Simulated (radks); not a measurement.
Problem. Radial electron density D(r) = 4 pi r^2 rho(r) of an atom or ion with 15 electrons. Calculated with a radial shooting solver on a logarithmic mesh with Libxc functionals: scalar-relativistic Kohn-Sham, PBE, spin-polarised, spherical densities, finite nucleus; Fermi nuclear charge, rms radius of each element as measured or else 0.836 A^(1/3) + 0.57 fm.

```
   r/bohr * D(r) (the largest magnitude, 21, reaches the edge; | marks zero)
 0.008106 |     *
  0.01022 |        *
    0.013 |             *
  0.01639 |                  *
  0.02083 |                          *
  0.02628 |                                  *
   0.0334 |                                          *
  0.04246 |                                                  *
  0.05355 |                                                      *
  0.06808 |                                                     *
  0.08585 |                                                *
   0.1091 |                                         *
   0.1376 |                                     *
    0.175 |                                        *
   0.2207 |                                                *
   0.2805 |                                                      *
   0.3538 |                                                  *
   0.4497 |                                    *
   0.5672 |                    *
    0.721 |           *
   0.9093 |          *
    1.156 |           *
    1.458 |         *
    1.853 |    *
    2.337 | *
    2.971 *
    3.747 *
    4.763 *
```

What is the nuclear charge?

Solution. Z = 18. The innermost maximum, from 1s, lies near gamma/Z bohr with gamma = sqrt(1 - (Z/c)^2) = 0.991, here 0.0551 bohr (found: 0.0585), and its height grows with Z. The density is that of the argon ion Ar3+ in [Ne] 3s2 3p3; the configuration itself is not fixed sharply by these data, and Z only to about a unit. D(r) has 3 maxima, at r = 0.0585, 0.292, 1.12 bohr, and minima at 0.141, 0.826 bohr, inside which lie 2.17, 10.41 electrons.
